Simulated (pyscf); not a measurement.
# `[O]=[Ge]([OH])[OH]`, singlet

Gas-phase minimum from PySCF at ωB97X-D3(BJ)/def2-SVP, one conformer. 

```xyz
6

O      0.1270     0.3342     1.7528
Ge    -0.7604     0.1941     0.4004
O     -1.1636    -1.2703    -0.4788
O     -1.5452     1.4335    -0.5391
H     -0.7895    -2.0622    -0.0700
H     -2.0046     1.0630    -1.3055
```

Bonded distances (Å): O1–Ge2 1.624, Ge2–O3 1.755, Ge2–O4 1.742, O3–H5 0.967, O4–H6 0.967. Angles (°): O1–Ge2–O3 127.9, O1–Ge2–O4 129.3, O3–Ge2–O4 102.7, Ge2–O3–H5 112.5, Ge2–O4–H6 111.6.

Properties at ωB97X-D3(BJ)/def2-SVP:

```json
{
  "harmonic_wavenumbers_unscaled": "235, 239, 241, 387, 420, 746, 774, 910, 929, 1037, 3874, 3884 cm⁻¹",
  "zero_point_energy": "19.6 kcal/mol",
  "rotational_symmetry_number": "1",
  "Entropy of this conformer at 298 K and 1 atm, rigid rotor and harmonic oscillator, modes under 100 cm⁻¹ raised to 100": "308.1 J/(mol K)",
  "dipole_moment": "3.85 D"
}
```

Single-point totals, which compare only within one level (frozen core for MP2 and CC):

| level | total energy (hartree) |
|---|---|
| ωB97X-D3(BJ)/def2-TZVP | -2303.98884 |
| PBE/def2-TZVP | -2303.47096 |
| r²SCAN/def2-TZVP | -2303.89726 |
| B3LYP-D3(BJ)/def2-TZVP | -2304.06097 |
| PBE0-D3(BJ)/def2-TZVP | -2303.51092 |
| M06-2X/def2-TZVP | -2303.93755 |
| ωB97M-D3(BJ)/def2-TZVP | -2304.07827 |
| HF/def2-TZVPP | -2301.24417 |
| MP2/def2-TZVPP | -2302.21586 |
| CCSD/def2-TZVPP | -2302.20326 |
| CCSD(T)/def2-TZVPP | -2302.24333 |

The CCSD(T) − MP2 part came from Ansatz, without density fitting, on the same reference. The frozen core leaves the outer d or s,p core shells of the metals and heavy elements correlated in the MP2 and CC values, and def2-TZVPP describes them poorly, so these totals are far from the basis limit. Elements up to Kr have no core potential and no relativistic terms here.
